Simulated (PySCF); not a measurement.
C₅H₆O₂, SMILES O1C=COCC=C1.

Geometry optimised at B3LYP-D3(BJ)/def2-SVP. Other conformers were not sampled.

The numbers are results of TDA-PBE/def2-SVPD (PySCF), not measurements.

Vertical excitations. The molecule is in vacuum.

| state | energy (eV) | λ (nm) | f | main pairs |
|---|---|---|---|---|
| S1 | 4.52 | 274 | 0.043 | HOMO→LUMO 82 %, HOMO→LUMO+1 13 % |
| S2 | 5.06 | 245 | 0.033 | HOMO→LUMO+1 79 % |
| S3 | 5.60 | 221 | 0.006 | HOMO→LUMO+2 36 %, HOMO−1→LUMO 30 %, HOMO→LUMO+3 16 % |
| S4 | 5.68 | 218 | 0.012 | HOMO→LUMO+3 83 % |
| S5 | 5.95 | 208 | 0.017 | HOMO→LUMO+4 88 % |
| S6 | 6.10 | 203 | 0.012 | HOMO−1→LUMO+1 82 % |
| S7 | 6.49 | 191 | 0.018 | HOMO→LUMO+5 89 % |
| S8 | 6.52 | 190 | 0.031 | HOMO→LUMO+6 57 %, HOMO−2→LUMO 23 % |
| S9 | 6.66 | 186 | 0.038 | HOMO−2→LUMO 62 %, HOMO→LUMO+6 28 % |
| S10 | 6.86 | 181 | 0.007 | HOMO−1→LUMO+3 65 %, HOMO→LUMO+7 21 %, HOMO−1→LUMO+2 11 % |
| T1 | 3.64 | 341 | 0 | HOMO→LUMO 95 % |
| T2 | 4.47 | 278 | 0 | HOMO−1→LUMO 54 %, HOMO→LUMO+2 39 % |
| T3 | 4.78 | 259 | 0 | HOMO→LUMO+1 79 %, HOMO−1→LUMO 13 % |
| T4 | 5.00 | 248 | 0 | HOMO→LUMO+2 53 %, HOMO−1→LUMO 28 %, HOMO→LUMO+1 16 % |
Triplets are in the Tamm–Dancoff approximation.
